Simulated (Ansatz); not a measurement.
Start from `BCCBC` and change one atom or group to get `CBCCF`.

Ansatz, PBE0-D4/def2-TZVP geometries, multiplicity 1. Each molecule was computed in one conformer, which needn't be the lowest.

| property | `BCCBC` |
| --- | --- |
| LUMO energy (PBE/def2-TZVPP) / eV | -1.98 |
| size of the dipole moment (ωB97M-V/def2-TZVPP) / D | 0.96 |
| HOMO energy (PBE/def2-TZVPP) / eV | -6.86 |
| HOMO energy (PBE0/def2-TZVPP) / eV | -8.15 |
| HOMO–LUMO gap (B3LYP/def2-TZVPP) / eV | 6.77 |
| HOMO energy (ωB97M-V/def2-TZVPP) / eV | -10.43 |

Question: What does the change do to each property? (An estimate is asked.)

Answer: Computed: 
| property | `CBCCF` | shift |
| --- | --- | --- |
| LUMO energy (PBE/def2-TZVPP) / eV | -1.94 | 0.04 |
| size of the dipole moment (ωB97M-V/def2-TZVPP) / D | 1.89 | 0.93 |
| HOMO energy (PBE/def2-TZVPP) / eV | -7.21 | -0.35 |
| HOMO energy (PBE0/def2-TZVPP) / eV | -8.73 | -0.58 |
| HOMO–LUMO gap (B3LYP/def2-TZVPP) / eV | 7.38 | 0.61 |
| HOMO energy (ωB97M-V/def2-TZVPP) / eV | -11.06 | -0.63 |

With PBE0 the HOMO falls by 0.58 eV and the LUMO rises by 0.05 eV, so the gap widens by about 0.63 eV. PBE moves the HOMO by -0.35 eV and ωB97M-V by -0.63 eV. Dipoles are sizes alone; their direction can turn.

B3LYP here is the variant with VWN-RPA as its local correlation; programs differ in this.
